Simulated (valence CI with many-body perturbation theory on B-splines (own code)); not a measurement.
Ladder of approximations for Rb³⁰⁺

Computed by configuration interaction combined with many-body perturbation theory (CI+MBPT): five valence electrons over a frozen Dirac-Fock core [He], radial functions for each j: 9 s, 9 p, 8 d, 6 f, 3 g, 1 h, with the one-electron correlation potential Σ1 (screened to all orders), the two-electron term Σ2, the three-electron term Σ3, Breit, model QED; selected single and double excitations, second order for the rest (own B-spline code, finite nucleus).

The last digits are not significant, and no measured levels were compared; by estimate large intervals hold to a few tenths of a per cent, small ones and those within an open d or f shell to about a per cent. Among the levels kept, up to 1500 cm⁻¹ of a level comes from second order outside the variational space, and about a tenth of that is noise between levels of different J, which matters for small intervals.

Each rung adds one term. CI alone is the Dirac-Coulomb CI over the frozen core; QED comes last and gives the full result, which names the levels. Energies are above (2s^2 2p1/2^2 2p3/2) J=3/2 on the same rung, in eV.

Levels are named by their leading jj configuration (3d3/2^4 stands for four electrons in 3d with j = 3/2), which in mixed levels can hold well under half, so a name can repeat and another be missing. Letters in brackets count levels of one name in rising energy.

| Level | CI alone | + Σ1 | + Σ2 | + Σ3 | + Breit | Full |
| --- | --- | --- | --- | --- | --- | --- |
| (2s^2 2p1/2 2p3/2^2) J=3/2 | 55.0 | 55.0 | 55.0 | 55.0 | 54.0 | 54.1 |
| (2s^2 2p1/2 2p3/2^2) J=5/2 | 69.5 | 69.5 | 69.5 | 69.5 | 67.3 | 67.4 |
| (2s^2 2p1/2 2p3/2^2) J=1/2 | 85.5 | 85.5 | 85.6 | 85.6 | 84.7 | 84.8 |
| (2s^2 2p3/2^3) J=3/2 | 140.2 | 140.3 | 140.3 | 140.3 | 137.7 | 138.0 |
| (2s 2p1/2^2 2p3/2^2) J=5/2 | 186.0 | 185.8 | 185.7 | 185.6 | 185.3 | 183.9 |
| (2s 2p1/2^2 2p3/2^2) J=3/2 | 220.5 | 220.4 | 220.2 | 220.1 | 219.7 | 218.4 |
| (2s 2p1/2^2 2p3/2^2) J=1/2 | 220.8 | 220.6 | 220.5 | 220.4 | 220.7 | 219.3 |
| (2s 2p1/2 2p3/2^3) J=3/2 [a] | 262.4 | 262.2 | 262.0 | 261.9 | 261.2 | 259.9 |
| (2s 2p1/2 2p3/2^3) J=5/2 | 279.6 | 279.5 | 279.3 | 279.2 | 277.3 | 276.0 |
| (2s 2p1/2 2p3/2^3) J=1/2 | 298.6 | 298.5 | 298.2 | 298.0 | 297.3 | 296.0 |
| (2s 2p1/2 2p3/2^3) J=3/2 [b] | 310.5 | 310.4 | 310.0 | 309.8 | 308.3 | 307.0 |
| (2s 2p3/2^4) J=1/2 | 370.1 | 370.0 | 369.8 | 369.6 | 367.5 | 366.4 |
| (2p1/2^2 2p3/2^3) J=3/2 | 455.5 | 455.2 | 454.6 | 454.3 | 454.6 | 451.9 |
| (2p1/2 2p3/2^4) J=1/2 | 521.2 | 520.9 | 520.4 | 520.1 | 519.1 | 516.4 |
| (2s^2 2p1/2^2 3s) J=1/2 | 2001.8 | 2002.1 | 2002.2 | 2002.0 | 2001.0 | 2001.3 |
| (2s^2 2p1/2^2 3p1/2) J=1/2 | 2041.6 | 2041.8 | 2041.8 | 2041.7 | 2041.1 | 2041.1 |
| (2s^2 2p1/2 2p3/2 3s) J=3/2 [a] | 2057.3 | 2057.6 | 2057.6 | 2057.5 | 2055.0 | 2055.5 |
| (2s^2 2p1/2 2p3/2 3s) J=1/2 | 2062.2 | 2062.5 | 2062.5 | 2062.4 | 2059.9 | 2060.4 |
| (2s^2 2p1/2^2 3p3/2) J=3/2 | 2065.3 | 2065.5 | 2065.5 | 2065.4 | 2064.3 | 2064.3 |
| (2s^2 2p1/2 2p3/2 3s) J=5/2 | 2069.2 | 2069.5 | 2069.5 | 2069.4 | 2065.9 | 2066.4 |
| (2s^2 2p1/2 2p3/2 3s) J=3/2 [b] | 2072.8 | 2073.1 | 2073.2 | 2073.0 | 2069.7 | 2070.2 |
| (2s^2 2p1/2 2p3/2 3p1/2) J=1/2 | 2096.7 | 2097.0 | 2097.0 | 2096.9 | 2094.9 | 2095.0 |
| (2s^2 2p1/2 2p3/2 3p1/2) J=3/2 | 2101.3 | 2101.6 | 2101.6 | 2101.5 | 2099.2 | 2099.3 |
| (2s^2 2p1/2^2 3d3/2) J=3/2 | 2108.0 | 2108.3 | 2108.3 | 2108.2 | 2107.0 | 2107.0 |
| (2s^2 2p1/2 2p3/2 3p1/2) J=5/2 | 2109.9 | 2110.2 | 2110.2 | 2110.1 | 2106.9 | 2107.0 |
| (2s^2 2p1/2 2p3/2 3p3/2) J=5/2 [a] | 2117.0 | 2117.3 | 2117.3 | 2117.2 | 2114.6 | 2114.7 |
| (2s^2 2p1/2^2 3d5/2) J=5/2 | 2118.4 | 2118.7 | 2118.7 | 2118.6 | 2117.1 | 2117.1 |
| (2s^2 2p1/2 2p3/2 3p3/2) J=1/2 [a] | 2119.7 | 2120.0 | 2120.0 | 2119.9 | 2117.2 | 2117.3 |
| (2s^2 2p1/2 2p3/2 3p3/2) J=3/2 [a] | 2121.7 | 2122.0 | 2122.0 | 2121.8 | 2119.2 | 2119.3 |
| (2s^2 2p1/2 2p3/2 3p3/2) J=3/2 [b] | 2125.3 | 2125.6 | 2125.6 | 2125.5 | 2122.6 | 2122.7 |
| (2s^2 2p1/2 2p3/2 3p3/2) J=7/2 | 2129.1 | 2129.4 | 2129.4 | 2129.3 | 2125.6 | 2125.7 |

Q: How does the ionisation energy move along the ladder, and which term matters most?

A: CI alone 3599.7, + Σ1 3600.0, + Σ2 3600.1, + Σ3 3600.0, + Breit 3598.4, + QED 3598.4 eV. The largest step is Breit, -1.5 eV. NIST lists 3600 ± 30 eV (semi-empirical).
